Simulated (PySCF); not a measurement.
A structure optimised at PBE0-D3(BJ)/def2-TZVPD, used in a PySCF frequency run:

```
Ca
Cl 1 2.4328
```
Charge 0, spin multiplicity 2.

Question: Write its SMILES, formula and point group.

Answer: [Cl][Ca], CaCl, C∞v

Question: What are its rotational constants (standard atomic weights)?

Answer: 4.5393 GHz (linear rotor, B only)
